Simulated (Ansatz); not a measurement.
[BF4]- (BF₄⁻). The state is a singlet with charge -1. Geometry PBE-D4/def2-SVPD, basis def2-TZVPD, Ansatz.

```xyz
5

B     0.000    0.000    0.000
F    -0.337    1.010   -0.947
F     1.164    0.395    0.721
F     0.256   -1.225   -0.682
F    -1.083   -0.180    0.908
```

```csv
run,HOMO (eV),LUMO (eV)
A,-4.41,3.98
B,-2.74,3.78
C,-3.36,3.88
D,-2.99,3.86
E,-4.83,4.20
F,-7.42,5.10
```

HSE06 is defined as in plane-wave codes, on full-range PBE exchange.

Problem. The runs used B97M-V, HSE06, LDA (SPW92), PBE, PBE0, ωB97X-V. Estimate which is which.

Solution. A HSE06 (range-separated); B PBE (0 % exact exchange); C B97M-V (0 % exact exchange); D LDA (SPW92) (0 % exact exchange); E PBE0 (25 % exact exchange); F ωB97X-V (range-separated). Exact exchange lowers occupied and raises empty levels; among semilocal functionals meta-GGAs tend to open the gap a little, and such runs are hard to tell apart. The gap grows from 6.52 eV (PBE) to 12.52 eV (ωB97X-V).
